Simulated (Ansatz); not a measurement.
Caution, from a PySCF single point (PBE0-D3(BJ)/def2-TZVPD) at this geometry: the highest occupied level lies above zero, so the state may not be bound. This triplet is an excited state, 0.94 eV above the relaxed singlet at the level frozen-core CCSD(T)/aug-cc-pVDZ // PBE0-D3(BJ)/def2-TZVPD (Ansatz, a program for electronic structure).

Species: CH2AlO2, SMILES `O=[CH][Al-][OH]` (excited triplet; O–C–Al–O torsion 0°, C–Al–O–H torsion 0°) (charge -1, multiplicity 3).

Give a relaxed geometry from PBE0-D3(BJ)/def2-TZVPD (Ansatz).

Several could match; the one computed here: the end point of this relaxation, one of several conformers (outside a Z-matrix the atoms follow the SMILES, hydrogens last).
Z-matrix (Å, degrees):
```
C
O 1 1.2522
H 1 1.1184 2 118.54
Al 1 1.9722 3 120.17 2 -179.96
O 4 1.7601 1 114.43 3 179.90
H 5 0.9616 4 110.56 1 0.06
```
